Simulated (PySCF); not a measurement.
Work out the structure from these simulated measurements.

Formula: C8H17N.

* NMR, other nuclei: isotropic shieldings of nuclei other than C and H, by class: 223 (1 N) ppm [GIAO PBE0/pcSseg-1]
* Rotational structure: rotational constants A, B, C: 2.881, 0.871, 0.812 GHz [GFN2-xTB]
* 1H NMR: chemical shifts (computed TMS as zero) by class: 5.06 (1 H), 4.96 (1 H), 2.42 (1 H), 2.27 (1 H), 2.27 (6 H), 2.23 (1 H), 1.87 (3 H), 0.83 (3 H) ppm [GIAO PBE0/pcSseg-1]
* 13C NMR: chemical shifts (computed TMS as zero) by class: 153.7 (1 C), 118.9 (1 C), 60.0 (1 C), 51.5 (1 C), 42.3 (2 C), 25.4 (1 C), 8.8 (1 C) ppm [GIAO PBE0/pcSseg-1]
* Dipole: 0.63 D [PBE0/pcSseg-1]

Electronic properties: PySCF, gas phase, density fitting. Levels stand in brackets. Geometry: GFN2-xTB, one conformer, isolated molecule. Each NMR value is the plain mean over a class of atoms that symmetry, rotation or inversion makes alike.

Question: Propose a structure and show how it fits.

Answer: Numbering: `[CH2:1]=[C:2]([CH3:3])[CH2:4][C@@H:5]([CH3:6])[N:7]([CH3:8])[CH3:9]`. Its formula, C8H17N, gives 1 degree of unsaturation: 0 rings and 1 π bond in the structure found. 8 carbons fall into 7 classes; from least to most shielded: fully substituted alkene carbon [C2] (153.7 ppm), terminal =CH2 carbon [C1] (118.9 ppm), sp3 carbon bound to nitrogen [C5] (60.0 ppm), allylic carbon [C4] (51.5 ppm), N-methyl carbon [C8/C9] (42.3 ppm, 2 C, up to 9.4 ppm apart in this geometry), allylic carbon [C3] (25.4 ppm), methyl carbon [C6] (8.8 ppm). Hydrogen classes from least to most shielded: 1 H on a terminal =CH2 carbon, C1 (5.06 ppm), 1 H on a terminal =CH2 carbon, C1 (4.96 ppm), 1 H on an sp3 carbon bound to nitrogen, C5 (2.42 ppm), 1 H on an allylic carbon, C4 (2.27 ppm), 6 H on 2 N-methyl carbons, C8/C9 (2.27 ppm, a mean of values up to 0.7 ppm apart in this geometry), 1 H on an allylic carbon, C4 (2.23 ppm), 3 H on an allylic carbon, C3 (1.87 ppm), 3 H on a methyl carbon, C6 (0.83 ppm, a mean of values up to 0.8 ppm apart in this geometry). The other shieldings belong to: 223 ppm, tertiary amine nitrogen [N7]. The optimised geometry has point group C1 and is an asymmetric top. Structure: `[C@@H](CC(C)=C)(N(C)C)C`. Computed isomers that give other values at the same levels: `CN(C)C1CCCCC1` (13C chemical shifts (computed TMS as zero) by class: 67.7 (1 C), 42.3 (2 C), 31.0 (2 C), 30.9 (1 C), 30.6 (2 C) ppm); `NCC1CCCCCC1` (13C chemical shifts (computed TMS as zero) by class: 55.9 (1 C), 51.5 (1 C), 37.3 (2 C), 30.3 (2 C), 28.5 (2 C) ppm); `CCCCN1CCCC1` (13C chemical shifts (computed TMS as zero) by class: 60.5 (1 C), 57.6 (2 C), 37.6 (1 C), 26.4 (2 C), 25.7 (1 C), 17.3 (1 C) ppm). The assignments are read from this structure; whether some other isomer fits the data as well wasn't checked. The mirror image fits equally.

The values belong to the conformer `[CH2:1]=[C:2]([CH3:3])[CH2:4][C@@H:5]([CH3:6])[N:7]([CH3:8])[CH3:9]`: C1–C2–C4–C5 -103°, C2–C4–C5–C6 69°, C4–C5–N7–C8 -74°.
